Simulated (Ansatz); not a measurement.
# A ladder of methods for C2H8OSi (SMILES CC[SiH2]O)

The species is C2H8OSi (12 atoms), meant as a singlet with charge 0. As SMILES, `CC[SiH2]O`. The coordinates come from a PBE0-D4/def2-TZVP relaxation. This is one conformer, not always the lowest.

```xyz
12

C    -1.4620   -0.3151   -0.1304
C    -0.1931   -0.5952    0.6706
Si    1.3481    0.1382   -0.0886
O     1.2580    1.7827   -0.2296
H    -1.3847   -0.7013   -1.1508
H    -1.6591    0.7583   -0.1987
H    -2.3414   -0.7753    0.3268
H    -0.2921   -0.2109    1.6917
H    -0.0311   -1.6758    0.7672
H     1.5558   -0.4735   -1.4355
H     2.5306   -0.1249    0.7691
H     0.7481    2.1376   -0.9579
```

Quantity: the energy change with the C1–C2 bond stretched from 1.526 to 2.748 Å, in eV. The values are calculated.

| level | kind | program | value (eV) | CPU time (all runs) |
| --- | --- | --- | --- | --- |
| SVWN5/cc-pVDZ (restricted) | LDA | Ansatz | 4.30 | 4.9 s |
| r2SCAN/cc-pVDZ (restricted) | meta-GGA | Ansatz | 4.15 | 11 s |
| PBE0/cc-pVDZ (restricted) | global hybrid | Ansatz | 4.40 | 7.4 s |
| CAM-B3LYP/cc-pVDZ (restricted) | range-separated hybrid | Ansatz | 4.46 | 8.8 s |
| B2PLYP/cc-pVDZ (restricted) | double hybrid | Ansatz | 4.15 | 10 s |
| RPA@PBE/cc-pVDZ (restricted) | RPA | Ansatz | 3.86 | 12 s |
| MP2/cc-pVDZ (restricted) | perturbation theory | Ansatz | 4.34 | 4.9 s |
| CCSD/cc-pVDZ (restricted) | coupled cluster or CI | Ansatz | 4.11 | 27 s |

The first shape isn't each level's own minimum. The values span 3.86 to 4.46 eV. Times are those of the runs behind each value, whatever else they computed, on shared processors of several kinds: orders of magnitude only.
